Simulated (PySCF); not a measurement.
SbH2Br, SMILES [Br][SbH2]. Heavy atoms are numbered as in [SbH2:1][Br:4]. Hydrogens are named by the atom that carries them.

Geometry optimised at PBE0-D3(BJ)/def2-TZVP. The def2 effective core potentials stand for the cores of Sb; spin–orbit coupling is left out.

The numbers are results of B3LYP/def2-TZVPD in PySCF, not measurements.

Mulliken values depend strongly on the basis, most of all with diffuse functions as here. ESP charges are fitted to the potential on shells at 1.4 to 2.0 van der Waals radii. Atomic charges (e), one atom of each kind:

```json
[
 {"atom": "Sb1 (SbH2)", "ESP fit": "___", "Mulliken": "0.39"},
 {"atom": "H on Sb1", "ESP fit": "___", "Mulliken": "-0.03"},
 {"atom": "Br4", "ESP fit": "___", "Mulliken": "-0.32"}
]
```

Problem. Complete the blanks. (The exact figures need the calculation; the answer reports its results.)

Solution. 
- Sb1 (SbH2), ESP fit: 0.24
- H on Sb1, ESP fit: -0.02
- Br4, ESP fit: -0.20
